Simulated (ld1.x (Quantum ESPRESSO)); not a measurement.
Before and after: TM potential for silicon (Si)

ld1.x (Quantum ESPRESSO) 7.5 input, shortened:

```
&input
   title='Si', zed=14., rel=1, dft='PZ', iswitch=3,
   config='[Ne] 3s2 3p0 3d-2'
 /
 &inputp
   pseudotype=2, tm=.true., lloc=0,
   nlcc=.true., new_core_ps=.true., rcore=0.85
 /
3
3P  2  1   0.00   0.00  1.90  1.90  0.0
3D  3  2  -2.00   0.30  1.95  1.95  0.0
3S  1  0   2.00   0.00  1.40  1.40  0.0
 &test
   configts(1)='3s2 3p0'
 /
```

All-electron outer shells of the reference configuration (LDA (PZ), scalar-relativistic, ld1.x):

```json
{"shell": "3s", "level (eV)": "-28.66", "outermost node (bohr)": "0.72", "outermost maximum (bohr)": "1.69"}
{"shell": "3p", "level (eV)": "-20.66", "outermost node (bohr)": "0.71", "outermost maximum (bohr)": "1.89"}
```

Change: wave 3s (bound): rc 1.40 bohr becomes 3s (bound): rc 1.78 bohr.

Cutoffs: the cutoffs (Ry, on a coarse ladder) from which the occupation-weighted sum of valence levels, in a spherical-Bessel basis at the reference potential, stays within 10 and 1 mRy of its value at 400 Ry; they do not see the model core or the augmentation charge, which bear on the density cutoff. Errors are all-electron minus pseudo energies relative to the spin-unpolarised reference configuration.

Problem. What does the change do?

Solution. The potential gets softer (35 Ry and 80 Ry → 18 Ry and 40 Ry); of the 9 tests that both files solve, the error grows in 1 and shrinks in 0 by more than 15 % and 0.3 meV (median size 21.9 → 20.5 meV); neither file shows a bound ghost. A larger radius leaves more room for a smooth pseudo-wave, so fewer plane waves are needed.

| quantity | base | changed |
| --- | --- | --- |
| cutoff, loose | 35 Ry | 18 Ry |
| cutoff, tight | 80 Ry | 40 Ry |
| bound ghosts | none | none |
| error for 3s2 3p2, meV [ΔE -23.94 eV] | +31 | +29 |
| error for 3s2 3p1, meV [ΔE -16.11 eV] | +12 | +11 |
| error for 3s1 3p0, meV [ΔE 34.14 eV] | +6.9 | +7.5 |
| error for 3s0 3p4, meV [ΔE -10.16 eV] | +13 | +15 |
| error for 3s2 3p2.3, meV [ΔE -24.90 eV] | +34 | +32 |
| error for 3s2 3p1.5, meV [ΔE -20.98 eV] | +22 | +21 |
| error for 3s1 3p3, meV [ΔE -17.14 eV] | +24 | +24 |
| error for 3s2 3p2 (spin-polarised), meV [ΔE -24.55 eV] | +39 | +37 |
| error for 3s2 3p1 (spin-polarised), meV [ΔE -16.32 eV] | +15 | +14 |
| s: phases at 2.15 bohr within 0.05 rad from the reference energy up to (Ry; the scan ends near 5) | 1.6 | 1.9 |
| p: phases at 2.15 bohr within 0.05 rad from the reference energy up to (Ry; the scan ends near 5) | 2.1 | 2.2 |
| d: phases at 2.15 bohr within 0.05 rad from the reference energy up to (Ry; the scan ends near 5) | 3.8 | 3.8 |
